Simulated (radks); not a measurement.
The manganese anion Mn- inside a hard spherical wall (all orbitals vanish at R), configuration held at [Ar] 3d6 4s2 and not refilled when levels cross. All-electron calculation, non-relativistic Kohn-Sham, LDA (Slater exchange, Perdew-Wang correlation), spin-polarised, spherical densities, point nucleus; open shells are filled with parallel spins first. Program: a radial shooting solver on a logarithmic mesh with Libxc functionals. Eigenvalues in eV for spin up, with the zero of energy where the potential of the charges vanishes at infinity; a dash marks a level that is unbound or too diffuse for the functional's potential to be trusted. A positive occupied level is held by the wall or, in an anion where self-interaction has pushed it up, behind a barrier. The pressure on the wall is -dE/dV.

\begin{tabular}{lrrrrrrrrr}
R (bohr) & E (hartree) & kinetic (hartree) & e(3s) & e(3p) & e(3d) & e(4s) & e(5s, empty) & e(4p, empty) & pressure (GPa) \\ \hline
20 & -1148.64247 & 1147.221 & -77.411 & -47.938 & -1.321 & -0.644 & - & - & 0.00818 \\
15 & -1148.63580 & 1147.200 & -76.135 & -46.675 & -0.153 & 0.062 & - & - & 0.0129 \\
10 & -1148.62488 & 1147.217 & -74.769 & -45.319 & 1.115 & 0.858 & 5.692 & 3.613 & 0.121 \\
8 & -1148.60465 & 1147.288 & -73.785 & -44.337 & 2.051 & 1.602 & 9.171 & 4.790 & 0.668 \\
6 & -1148.51808 & 1147.580 & -71.478 & -42.039 & 4.221 & 3.668 & 18.293 & 7.794 & 5.76 \\
5 & -1148.37162 & 1148.043 & -68.932 & -39.518 & 6.590 & 6.331 & 29.153 & 11.400 & 21.5 \\
3.5 & -1147.45749 & 1150.735 & -59.661 & -30.435 & 15.437 & 19.181 & 74.931 & 27.460 & 261 \\
3 & -1146.44810 & 1153.645 & -53.071 & -24.000 & 22.159 & 31.437 & 113.27 & 41.890 & 755 \\
2 & -1137.76013 & 1178.933 & -20.917 & 8.714 & 59.062 & 118.15 & 334.98 & 135.10 & 12500 \\
1.5 & -1115.62564 & 1238.025 & 33.258 & 65.882 & 121.40 & 293.78 & 714.06 & 309.50 & 86100 \\
\end{tabular}
